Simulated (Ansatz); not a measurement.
Consider the substitution at a C–B bond: `B[CH2][Zn][CH3]` + HCl → `[CH3][Zn][CH2]Cl` + BH₃.

Program: Ansatz. Geometries: PBE0-D4/def2-TZVP. ΔE: electronic, gas phase. CCSD(T)/CBS adds triple-zeta CCSD(T) − MP2 to the extrapolated MP2 energy (def2 sets, frozen cores). This one scheme is used for every species. For Zn outer-core shells are correlated without core-valence functions, which leaves a few kJ/mol of doubt a bond. Scalar relativity is left out up to krypton. Each species was taken in one conformer, which may not be the lowest.

| species | CCSD(T)/CBS(def2) energy (Eh) |
| --- | --- |
| `B[CH2][Zn][CH3]` | -1883.48365 |
| HCl | -460.38127 |
| `[CH3][Zn][CH2]Cl` | -2317.26295 |
| BH₃ | -26.55200 |

(1) Work out ΔE.

Largest T1 diagnostic among the species: 0.013.

## Answers

(1) ΔE = (-2317.26295) + (-26.55200) − (-1883.48365) − (-460.38127) = 0.04997 Eh = +31.4 kcal/mol.

In def2-TZVPP, CCSD(T) changes the Hartree–Fock value by +6.1 kcal/mol (the triples alone add +0.7 kcal/mol) and MP2 by +6.7 kcal/mol.
